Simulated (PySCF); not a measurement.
PySCF input file for C₂H₄Si, SMILES C([SiH3])#C, ADC(2)/aug-cc-pVDZ. Geometry optimised at TPSSh-D3(BJ)/def2-TZVP.

```python
import numpy as np
from pyscf import gto, scf, dft, adc

mol = gto.M(
    atom='''
    Si   -0.00000000   -0.00000000   -1.05947226
    C     0.00000000    0.00000000    0.76549080
    C     0.00000000    0.00000000    1.97442883
    H     1.20871544    0.69785219   -1.54887760
    H    -0.00000001   -1.39570437   -1.54887760
    H    -1.20871544    0.69785220   -1.54887760
    H    -0.00000000   -0.00000001    3.03972673
    ''',
    basis='aug-cc-pVDZ',
    charge=0,
    spin=0,
    max_memory=1600,
    verbose=4,
)
mf = scf.RHF(mol)
mf.conv_tol = 1e-10
mf.max_cycle = 100
mf.kernel()
res = {}
for kind, nroots in (('ee', 6), ('ip', 6), ('ea', 2)):
    a = adc.ADC(mf).density_fit('aug-cc-pvdz-ri')
    a.method, a.method_type = 'adc(2)', kind
    e, v, p, x = a.kernel(nroots=nroots)
    res[kind] = (e * 27.211386245988, p)
for kind, (e, p) in res.items():
    print(kind, 'energies / eV', np.round(e, 3), 'strengths', np.round(p, 4))
```

Output:

```
PySCF version 2.14.0

[INPUT] verbose = 4
[INPUT] num. atoms = 7
[INPUT] num. electrons = 30
[INPUT] charge = 0
[INPUT] spin (= nelec alpha-beta = 2S) = 0
[INPUT] symmetry False subgroup None
[INPUT] Mole.unit = angstrom
[INPUT] Symbol           X                Y                Z      unit          X                Y                Z       unit  Magmom
[INPUT]  1 Si     0.000000000000   0.000000000000  -1.059472260000 AA    0.000000000000   0.000000000000  -2.002112407974 Bohr   0.0
[INPUT]  2 C      0.000000000000   0.000000000000   0.765490800000 AA    0.000000000000   0.000000000000   1.446567962874 Bohr   0.0
[INPUT]  3 C      0.000000000000   0.000000000000   1.974428830000 AA    0.000000000000   0.000000000000   3.731129741145 Bohr   0.0
[INPUT]  4 H      1.208715440000   0.697852190000  -1.548877600000 AA    2.284141144133   1.318749514528  -2.926954464474 Bohr   0.0
[INPUT]  5 H     -0.000000010000  -1.395704370000  -1.548877600000 AA   -0.000000018897  -2.637499010159  -2.926954464474 Bohr   0.0
[INPUT]  6 H     -1.208715440000   0.697852200000  -1.548877600000 AA   -2.284141144133   1.318749533425  -2.926954464474 Bohr   0.0
[INPUT]  7 H      0.000000000000  -0.000000010000   3.039726730000 AA    0.000000000000  -0.000000018897   5.744251013220 Bohr   0.0

nuclear repulsion = 83.0029959506049
number of shells = 44
number of NR pGTOs = 164
number of NR cGTOs = 109
basis = aug-cc-pVDZ
ecp = {}


[settings echo left out]
init E= -367.067584069718
  HOMO = -0.300642075501122  LUMO = 0.0302786669469213  gap/eV = 9.00481
cycle= 1 E= -366.900642194971  delta_E= 0.167  |g|= 0.286  |ddm|= 7.28
  HOMO = -0.406349242897033  LUMO = 0.0317974215242112  gap/eV = 11.92258
cycle= 2 E= -366.93611154086  delta_E= -0.0355  |g|= 0.0763  |ddm|= 1.41
  HOMO = -0.406292037406523  LUMO = 0.0332417817091475  gap/eV = 11.96032
cycle= 3 E= -366.938840595889  delta_E= -0.00273  |g|= 0.034  |ddm|= 0.509
  HOMO = -0.402793120243484  LUMO = 0.0329423583053865  gap/eV = 11.85697
cycle= 4 E= -366.939175437286  delta_E= -0.000335  |g|= 0.0115  |ddm|= 0.0852
  HOMO = -0.403075172785288  LUMO = 0.0330548804486543  gap/eV = 11.86770
cycle= 5 E= -366.939216301372  delta_E= -4.09e-05  |g|= 0.00174  |ddm|= 0.0341
  HOMO = -0.403579115363357  LUMO = 0.0330298088857499  gap/eV = 11.88073
cycle= 6 E= -366.939217881633  delta_E= -1.58e-06  |g|= 0.000505  |ddm|= 0.0104
  HOMO = -0.403369973386015  LUMO = 0.033037198975439  gap/eV = 11.87524
cycle= 7 E= -366.939218038896  delta_E= -1.57e-07  |g|= 0.000133  |ddm|= 0.00488
  HOMO = -0.403387863575181  LUMO = 0.033039633031152  gap/eV = 11.87580
cycle= 8 E= -366.939218048053  delta_E= -9.16e-09  |g|= 1.88e-05  |ddm|= 0.00138
  HOMO = -0.403385075469275  LUMO = 0.0330402077682614  gap/eV = 11.87574
cycle= 9 E= -366.93921804829  delta_E= -2.37e-10  |g|= 3.16e-06  |ddm|= 0.000182
  HOMO = -0.40338481098443  LUMO = 0.0330402958099847  gap/eV = 11.87573
cycle= 10 E= -366.939218048296  delta_E= -5.46e-12  |g|= 3.66e-07  |ddm|= 2.71e-05
  HOMO = -0.403384798289985  LUMO = 0.0330402979821973  gap/eV = 11.87573
Extra cycle  E= -366.939218048295  delta_E= 1.25e-12  |g|= 1.26e-07  |ddm|= 3.88e-06
converged SCF energy = -366.939218048295

******** <class 'pyscf.adc.radc.RADC'> ********
******** ADC Orbital Information ********
Number of Frozen Occupied Orbitals: 0
Number of Frozen Virtual Orbitals: 0
Number of Active Occupied Orbitals: 15
Number of Active Virtual Orbitals: 94
*****************************************
******** <class 'pyscf.df.df.DF'> ********
auxbasis = aug-cc-pvdz-ri
Reference correlation energy (doubles): -0.38239799
MP2 correlation energy of reference state (a.u.) = -0.38239799

******** <class 'pyscf.adc.radc_ee.RADCEE'> ********
max_space = 12
max_cycle = 50
conv_tol = 1e-08

*************************************************************
        ADC calculation summary (singlet states only)
*************************************************************
adc(2) root 0  |  Energy (Eh) =   0.2510127263  |  Energy (eV) =   6.83040419  |  Osc. strength = 0.00000000  |  conv = True
adc(2) root 1  |  Energy (Eh) =   0.2608051892  |  Energy (eV) =   7.09687068  |  Osc. strength = 0.00173937  |  conv = True
adc(2) root 2  |  Energy (Eh) =   0.2608051968  |  Energy (eV) =   7.09687088  |  Osc. strength = 0.00173940  |  conv = True
adc(2) root 3  |  Energy (Eh) =   0.2897426971  |  Energy (eV) =   7.88430038  |  Osc. strength = 0.02001045  |  conv = True
adc(2) root 4  |  Energy (Eh) =   0.2897427111  |  Energy (eV) =   7.88430076  |  Osc. strength = 0.02001067  |  conv = True
adc(2) root 5  |  Energy (Eh) =   0.3128985144  |  Energy (eV) =   8.51440226  |  Osc. strength = 0.00387449  |  conv = True

******** <class 'pyscf.adc.radc.RADC'> ********
******** ADC Orbital Information ********
Number of Frozen Occupied Orbitals: 0
Number of Frozen Virtual Orbitals: 0
Number of Active Occupied Orbitals: 15
Number of Active Virtual Orbitals: 94
*****************************************
******** <class 'pyscf.df.df.DF'> ********
auxbasis = aug-cc-pvdz-ri
Reference correlation energy (doubles): -0.38239799
MP2 correlation energy of reference state (a.u.) = -0.38239799

******** <class 'pyscf.adc.radc_ip.RADCIP'> ********
max_space = 12
max_cycle = 50
conv_tol = 1e-08

*************************************************************
        ADC calculation summary (doublet states only)
*************************************************************
adc(2) root 0  |  Energy (Eh) =   0.3910937531  |  Energy (eV) =  10.64220308  |  Spec. factor = 1.77757103  |  conv = True
adc(2) root 1  |  Energy (Eh) =   0.3910937533  |  Energy (eV) =  10.64220309  |  Spec. factor = 1.77757103  |  conv = True
adc(2) root 2  |  Energy (Eh) =   0.4728705557  |  Energy (eV) =  12.86746323  |  Spec. factor = 1.83165321  |  conv = True
adc(2) root 3  |  Energy (Eh) =   0.4728705576  |  Energy (eV) =  12.86746328  |  Spec. factor = 1.83165321  |  conv = True
adc(2) root 4  |  Energy (Eh) =   0.4887009053  |  Energy (eV) =  13.29822898  |  Spec. factor = 1.74495590  |  conv = True
adc(2) root 5  |  Energy (Eh) =   0.6366638164  |  Energy (eV) =  17.32450487  |  Spec. factor = 1.72258238  |  conv = True

******** <class 'pyscf.adc.radc.RADC'> ********
******** ADC Orbital Information ********
Number of Frozen Occupied Orbitals: 0
Number of Frozen Virtual Orbitals: 0
Number of Active Occupied Orbitals: 15
Number of Active Virtual Orbitals: 94
*****************************************
******** <class 'pyscf.df.df.DF'> ********
auxbasis = aug-cc-pvdz-ri
Reference correlation energy (doubles): -0.38239799
MP2 correlation energy of reference state (a.u.) = -0.38239799

******** <class 'pyscf.adc.radc_ea.RADCEA'> ********
max_space = 12
max_cycle = 50
conv_tol = 1e-08

*************************************************************
        ADC calculation summary (doublet states only)
*************************************************************
adc(2) root 0  |  Energy (Eh) =   0.0255468588  |  Energy (eV) =   0.69516544  |  Spec. factor = 1.97835045  |  conv = True
adc(2) root 1  |  Energy (Eh) =   0.0383523379  |  Energy (eV) =   1.04362027  |  Spec. factor = 1.97938769  |  conv = True
ee energies / eV [6.83  7.097 7.097 7.884 7.884 8.514] strengths [0.     0.0017 0.0017 0.02   0.02   0.0039]
ip energies / eV [10.642 10.642 12.867 12.867 13.298 17.325] strengths [1.7776 1.7776 1.8317 1.8317 1.745  1.7226]
ea energies / eV [0.695 1.044] strengths [1.9784 1.9794]
```

The run converged.
